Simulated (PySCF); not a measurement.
PySCF input (M06-2X/def2-TZVPD):

```python
from pyscf import gto, scf, dft

mol = gto.M(
    atom='''
    Sn   -0.63583677    0.47277619   -0.54053058
    O    -1.68753965   -1.20796526   -0.44194489
    Br    1.29406158   -0.39928822    0.87320252
    ''',
    basis='def2-tzvpd',
    ecp='def2-tzvp',
    charge=-1,
    spin=0,
    verbose=4,
)

mf = dft.RKS(mol, xc='m062x').density_fit(auxbasis='def2-universal-jkfit')
mf.grids.level = 4
mf.conv_tol = 1e-9
mf.max_cycle = 100
mf.max_memory = 1500
mf.kernel()
if not mf.converged:
    mf = mf.newton()
    mf.kernel(mf.make_rdm1())
mf.analyze()
```

End of the output:

```
Extra cycle  E= -2863.76360251626  delta_E= -1.23e-11  |g|= 8.48e-06  |ddm|= 1.69e-05
converged SCF energy = -2863.76360251626
**** SCF Summaries ****
Total Energy =                       -2863.763602516255560
Nuclear Repulsion Energy =             251.069204435489695
One-electron Energy =                -4577.813858851923214
Two-electron Energy =                 1462.981051900178045
Two-electron Coulomb Energy =         1581.144364953971717
DFT Exchange-Correlation Energy =     -118.163313053793701
HOMO-LUMO gap [eV] =                     5.827687272968539
**** MO energy ****
MO #1   energy= -485.173152796532  occ= 2
MO #2   energy= -63.1586982260929  occ= 2
MO #3   energy= -56.9769501753305  occ= 2
MO #4   energy= -56.9764606745556  occ= 2
MO #5   energy= -56.9762114968894  occ= 2
MO #6   energy= -19.3670109207628  occ= 2
MO #7   energy= -8.82434437002527  occ= 2
MO #8   energy= -6.64433397014827  occ= 2
MO #9   energy= -6.6422443734241   occ= 2
MO #10  energy= -6.64136397970448  occ= 2
MO #11  energy= -5.14805559682975  occ= 2
MO #12  energy= -3.46728293512563  occ= 2
MO #13  energy= -3.46375326864538  occ= 2
MO #14  energy= -3.45238491142149  occ= 2
MO #15  energy= -2.67817040726036  occ= 2
MO #16  energy= -2.67753349332821  occ= 2
MO #17  energy= -2.67670601912839  occ= 2
MO #18  energy= -2.67481283776238  occ= 2
MO #19  energy= -2.6747435582778   occ= 2
MO #20  energy= -0.980027917239337 occ= 2
MO #21  energy= -0.978148157527473 occ= 2
MO #22  energy= -0.97308832543708  occ= 2
MO #23  energy= -0.967615507343467 occ= 2
MO #24  energy= -0.964378958245407 occ= 2
MO #25  energy= -0.740452713999998 occ= 2
MO #26  energy= -0.653532154240115 occ= 2
MO #27  energy= -0.307880758715584 occ= 2
MO #28  energy= -0.184858663589346 occ= 2
MO #29  energy= -0.183249959421908 occ= 2
MO #30  energy= -0.181602691105727 occ= 2
MO #31  energy= -0.117738528619225 occ= 2
MO #32  energy= -0.112244004789575 occ= 2
MO #33  energy= -0.099639694043673 occ= 2
MO #34  energy= 0.11452386486822   occ= 0
MO #35  energy= 0.121862756019333  occ= 0
MO #36  energy= 0.14303179129735   occ= 0
MO #37  energy= 0.150372329291162  occ= 0
MO #38  energy= 0.151392014955111  occ= 0
MO #39  energy= 0.174958049676585  occ= 0
MO #40  energy= 0.185504955733346  occ= 0
MO #41  energy= 0.205509444590409  occ= 0
MO #42  energy= 0.222661233033073  occ= 0
MO #43  energy= 0.22447750508525   occ= 0
MO #44  energy= 0.24099487036784   occ= 0
MO #45  energy= 0.24637340329247   occ= 0
MO #46  energy= 0.274254555402288  occ= 0
MO #47  energy= 0.280943025421824  occ= 0
MO #48  energy= 0.291268494794005  occ= 0
MO #49  energy= 0.306012700841733  occ= 0
MO #50  energy= 0.319967895660289  occ= 0
MO #51  energy= 0.320629306063911  occ= 0
MO #52  energy= 0.324514992889766  occ= 0
MO #53  energy= 0.350800737498758  occ= 0
MO #54  energy= 0.353649063964357  occ= 0
MO #55  energy= 0.357896868032187  occ= 0
MO #56  energy= 0.376394098182199  occ= 0
MO #57  energy= 0.41604446726392   occ= 0
MO #58  energy= 0.446926776902861  occ= 0
MO #59  energy= 0.471516321173023  occ= 0
MO #60  energy= 0.478504565763674  occ= 0
MO #61  energy= 0.481863239874398  occ= 0
MO #62  energy= 0.515177814565618  occ= 0
MO #63  energy= 0.551867509913401  occ= 0
MO #64  energy= 0.568801194827946  occ= 0
MO #65  energy= 0.57246310372977   occ= 0
MO #66  energy= 0.586676374127775  occ= 0
MO #67  energy= 0.636138516136704  occ= 0
MO #68  energy= 0.644119909972982  occ= 0
MO #69  energy= 0.672782484279866  occ= 0
MO #70  energy= 0.675284293705997  occ= 0
MO #71  energy= 0.685888758736794  occ= 0
MO #72  energy= 0.689277064078469  occ= 0
MO #73  energy= 0.726671182325272  occ= 0
MO #74  energy= 0.72836747161232   occ= 0
MO #75  energy= 0.752231214155278  occ= 0
MO #76  energy= 0.772685359202537  occ= 0
MO #77  energy= 0.801205676007901  occ= 0
MO #78  energy= 0.906368720039939  occ= 0
MO #79  energy= 0.927933156786061  occ= 0
MO #80  energy= 0.939714972945034  occ= 0
MO #81  energy= 0.992760322237834  occ= 0
MO #82  energy= 1.01608733065083   occ= 0
MO #83  energy= 1.02818351443149   occ= 0
MO #84  energy= 1.04930969399787   occ= 0
MO #85  energy= 1.07129683290021   occ= 0
MO #86  energy= 1.07642249191506   occ= 0
MO #87  energy= 1.11982771794971   occ= 0
MO #88  energy= 1.20498124668109   occ= 0
MO #89  energy= 1.20872937055901   occ= 0
MO #90  energy= 1.22979340178244   occ= 0
MO #91  energy= 1.3132848292954    occ= 0
MO #92  energy= 1.38479648483482   occ= 0
MO #93  energy= 1.40784508576421   occ= 0
MO #94  energy= 1.40945415148937   occ= 0
MO #95  energy= 1.42773005525963   occ= 0
MO #96  energy= 1.45575684151243   occ= 0
MO #97  energy= 1.51639869372157   occ= 0
MO #98  energy= 1.73588685620611   occ= 0
MO #99  energy= 1.74328925507044   occ= 0
MO #100 energy= 1.74375857214481   occ= 0
MO #101 energy= 1.75324359819023   occ= 0
MO #102 energy= 1.75910393668334   occ= 0
MO #103 energy= 1.76082352936814   occ= 0
MO #104 energy= 1.7633929592318    occ= 0
MO #105 energy= 1.77014052932771   occ= 0
MO #106 energy= 1.78466708420578   occ= 0
MO #107 energy= 1.89280690742358   occ= 0
[...]
```

This state (charge -1, singlet) is run at the relaxed geometry of the species with charge 0 and multiplicity 2.
